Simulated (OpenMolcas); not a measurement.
**Sm3+ in a ligand field**

Sm3+ with 6 ligands (chloride) in octahedral coordination (Oh) at 2.72 Å. A charge of +0.5 e stands 2.8 Å behind each ligand. Ligand basis ANO-RCC-VDZP.

```json
{"Program": "OpenMolcas 26.06", "Method": "CASSCF", "Basis": "ANO-RCC-VDZP [7s6p4d2f1g]", "Scalar Hamiltonian": "DKH2, point nucleus", "Active space": "5 electrons in 7 orbitals (4f)", "State averaging": "2S+1 = 6 odd, 21 roots; 2S+1 = 4 odd, 128 roots kept (CI in the orbitals of an earlier block, 108 in the spin-orbit step); 2S+1 = 2 odd, 130 roots kept (CI in the orbitals of an earlier block, 41 in the spin-orbit step)", "Spin-orbit coupling": "state interaction with AMFI integrals over the reference wave functions"}
```

The lowest spin-free states (labels of O, the rotations of Oh), above the lowest:

```
State  Degeneracy  E (cm-1)  Free-ion L (%)
  6T1           3       0.0         H (100)
   6E           2      82.8         H (100)
  6T2           3     143.2         H (100)
  6T1           3     350.5         H (100)
  6T2           3      6793         F (100)
  6A2           1      6816         F (100)
  6T1           3      6867         F (100)
  4A1           1     22186          I (99)
  4T1           3     22196          I (94)
  4T2           3     22222          I (90)
  4A2           1     22362          I (62)
  4T2           3     22448          I (89)
   4E           2     22475          I (99)
  4A2           1     22535          I (35)
  4T1           3     22549          M (82)
  4T2           3     22553          M (75)
  4A2           1     22591          M (55)
   4E           2     22645         M (100)
  4T1           3     22648          M (55)
  4T2           3     22655          F (74)
```

The lowest levels with spin-orbit coupling:

| E (cm-1) | Degeneracy | Label | 2S+1 | J | |mJ| (%) | g |
| --- | --- | --- | --- | --- | --- | --- |
| 0.0 | 2 | Γ7 | 6 | 2.51 | 3/2 (83) | 0.26 0.26 0.26 |
| 87.1 | 4 | Γ8 | 6 | 2.52 | 1/2 (50) |  |
| 1074 | 2 | Γ6 | 6 | 3.51 | 1/2 (58) | 2.04 2.04 2.04 |
| 1144 | 2 | Γ7 | 6 | 3.51 | 5/2 (75) | 2.26 2.26 2.26 |
| 1167 | 4 | Γ8 | 6 | 3.51 | 3/2 (37) |  |
| 2356 | 2 | Γ6 | 6 | 4.50 | 1/2 (58) | 4.03 4.03 4.03 |
| 2425 | 4 | Γ8 | 6 | 4.51 | 3/2 (48) |  |
| 2447 | 4 | Γ8 | 6 | 4.51 | 5/2 (48) |  |
| 3823 | 4 | Γ8 | 6 | 5.50 | 3/2 (26) |  |
| 3859 | 2 | Γ6 | 6 | 5.51 | 7/2 (73) | 4.32 4.32 4.32 |
| 3862 | 4 | Γ8 | 6 | 5.51 | 5/2 (35) |  |
| 3881 | 2 | Γ7 | 6 | 5.51 | 3/2 (46) | 4.40 4.40 4.40 |
| 5348 | 2 | Γ6 | 6 | 6.51 | 9/2 (69) | 6.30 6.30 6.30 |
| 5352 | 4 | Γ8 | 6 | 6.51 | 7/2 (34) |  |
| 5357 | 2 | Γ7 | 6 | 6.50 | 11/2 (44) | 4.20 4.20 4.20 |
| 5419 | 2 | Γ7 | 6 | 6.51 | 3/2 (44) | 5.03 5.03 5.03 |
| 5421 | 4 | Γ8 | 6 | 6.51 | 1/2 (41) |  |
| 6867 | 4 | Γ8 | 6 | 7.50 | 9/2 (39) |  |
| 6909 | 4 | Γ8 | 6 | 7.50 | 7/2 (39) |  |
| 7028 | 2 | Γ7 | 6 | 7.50 | 13/2 (40) | 7.55 7.55 7.55 |

Powder χT (cm3 K/mol): 0.00963 at 2 K, 0.0225 at 10 K, 0.0877 at 50 K, 0.145 at 100 K, 0.226 at 200 K, 0.306 at 300 K. The effective moment at 300 K is 2.828 √(χT) = 1.56 μB.

Hund's rules give f5 the level 6H5/2 with g = 0.286, so an isolated free-ion multiplet has χT = g² J(J+1) / 8 = 0.089 cm3 K/mol. The computed 0.306 at 300 K differs by +243 %, through the field's splitting, the mixing of terms and any other multiplet in reach.

Stevens parameters of the J = 5/2 multiplet, which is 87 cm-1 wide (cm-1, z along the main axis): B40 = 2.413e-01, B44 = 1.214e+00.

Metal share of the active 4f orbitals (Löwdin): 100, 100, 100, 100, 100, 100, 100 %; Mulliken charge of the metal 1.99.

High states are left out of the spin-orbit mixing, which shifts the levels that they would mix with. Without dynamic correlation the ligand-field splitting of an f shell can come out too small, at times by half. The first state left out of the spin-orbit step lies near 38000 cm-1 above the lowest spin-free state of the reference (among the parities and spins computed), and the lists stop at four fifths of that energy or lower. No measured value stands beside these numbers; the geometry is a model, was not optimised and need not be the one that this ion takes.
